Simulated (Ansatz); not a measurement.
`C=[C]([GeH3])[TeH]` + `C=C` → `C=CC(=C)[TeH]` + GeH₄  (formal exchange of groups at a C–Ge bond)

Gas-phase electronic energies from Ansatz, PBE0-D4/def2-TZVP geometries. CCSD(T)/CBS is the MP2 limit (def2-TZVPP, def2-QZVPP) plus CCSD(T) − MP2 in def2-TZVPP, frozen cores. This one scheme is used for every species. Elements past krypton have def2 core potentials. For Ge, Te outer-core shells are correlated without core-valence functions, which leaves a few kJ/mol of doubt a bond. Scalar relativity is left out up to krypton. Each species was taken in one conformer, which may not be the lowest.

```tsv
level	ΔE (kJ/mol)
HF/def2-TZVPP	2.2
CCSD(T)/def2-TZVPP	-0.1
MP2/def2-QZVPP	-1.6
CCSD/CBS(def2)	2.6
```

What does CCSD(T)/CBS give? (Estimate.)

Ansatz gave: +0.6 kJ/mol. The listed levels differ from it by 1.6, -0.7, -2.2, 2.0 kJ/mol.

Largest T1 diagnostic among the species: 0.012.
